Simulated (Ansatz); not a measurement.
Relaxation of BClH$_{3}$O$_{2}$ (7 atoms, charge 0, multiplicity 2), to a largest force component of 0.03 eV/Å in at most 50 steps.

All numbers below come from Ansatz, UKS PBE/def2-SVP.

```xyz
7
Properties=species:S:1:pos:R:3:forces:R:3
B -0.003 -0.475 -0.427 -0.01 0.06 -0.10
Cl -0.012 -0.247 2.625 -0.03 0.24 0.82
O 1.114 -0.203 -1.153 -0.05 -0.05 0.06
H 1.913 -0.520 -0.698 0.02 0.01 -0.01
O -1.232 -0.124 -0.888 0.04 -0.04 0.06
H -1.928 -0.361 -0.250 0.01 0.02 -0.01
H -0.061 0.132 3.915 0.02 -0.24 -0.81
```

Where does it end, and by what steps?

The run converged. The force dipped under the threshold on the way, but the program's further checks kept it going. After 43 steps the energy has fallen by 0.153 eV; H6 moved furthest, 2.23 Å.

```json
{"step": "0", "energy less start (eV)": "0.0000", "largest force component (eV/Å)": "0.823", "accepted": "yes"}
{"step": "2", "energy less start (eV)": "-0.0145", "largest force component (eV/Å)": "0.315", "accepted": "yes"}
{"step": "4", "energy less start (eV)": "-0.0185", "largest force component (eV/Å)": "0.091", "accepted": "yes"}
{"step": "6", "energy less start (eV)": "-0.0196", "largest force component (eV/Å)": "0.031", "accepted": "yes"}
{"step": "8", "energy less start (eV)": "-0.0202", "largest force component (eV/Å)": "0.247", "accepted": "no"}
{"step": "10", "energy less start (eV)": "-0.0248", "largest force component (eV/Å)": "0.145", "accepted": "yes"}
{"step": "12", "energy less start (eV)": "-0.0250", "largest force component (eV/Å)": "0.537", "accepted": "no"}
{"step": "14", "energy less start (eV)": "-0.0401", "largest force component (eV/Å)": "0.052", "accepted": "yes"}
{"step": "16", "energy less start (eV)": "-0.0612", "largest force component (eV/Å)": "0.289", "accepted": "yes"}
{"step": "18", "energy less start (eV)": "-0.0595", "largest force component (eV/Å)": "0.908", "accepted": "no"}
{"step": "20", "energy less start (eV)": "-0.0996", "largest force component (eV/Å)": "0.083", "accepted": "yes"}
{"step": "22", "energy less start (eV)": "-0.1076", "largest force component (eV/Å)": "0.682", "accepted": "no"}
{"step": "24", "energy less start (eV)": "-0.1204", "largest force component (eV/Å)": "0.235", "accepted": "yes"}
{"step": "26", "energy less start (eV)": "-0.1255", "largest force component (eV/Å)": "0.699", "accepted": "no"}
{"step": "28", "energy less start (eV)": "-0.1417", "largest force component (eV/Å)": "0.051", "accepted": "yes"}
{"step": "30", "energy less start (eV)": "-0.1466", "largest force component (eV/Å)": "0.154", "accepted": "yes"}
{"step": "32", "energy less start (eV)": "-0.1448", "largest force component (eV/Å)": "0.628", "accepted": "no"}
{"step": "34", "energy less start (eV)": "-0.1507", "largest force component (eV/Å)": "0.286", "accepted": "no"}
{"step": "36", "energy less start (eV)": "-0.1519", "largest force component (eV/Å)": "0.015", "accepted": "yes"}
{"step": "38", "energy less start (eV)": "-0.1522", "largest force component (eV/Å)": "0.172", "accepted": "no"}
{"step": "40", "energy less start (eV)": "-0.1528", "largest force component (eV/Å)": "0.090", "accepted": "yes"}
{"step": "42", "energy less start (eV)": "-0.1532", "largest force component (eV/Å)": "0.048", "accepted": "yes"}
{"step": "43", "energy less start (eV)": "-0.1533", "largest force component (eV/Å)": "0.029", "accepted": "yes"}
```

```xyz
7
Properties=species:S:1:pos:R:3
B 0.696 -0.363 -0.581
Cl -0.540 -0.039 3.475
O 0.589 -0.441 -1.938
H 1.464 -0.517 -2.355
O -0.413 -0.251 0.190
H -0.201 -0.204 1.145
H -1.805 0.016 3.187
```

Whether the end is a true minimum wasn't checked by a vibrational analysis.

Time of the run: 71 s on 2 threads of Arm Neoverse V1 (shared host), peak memory 0.15 GiB.
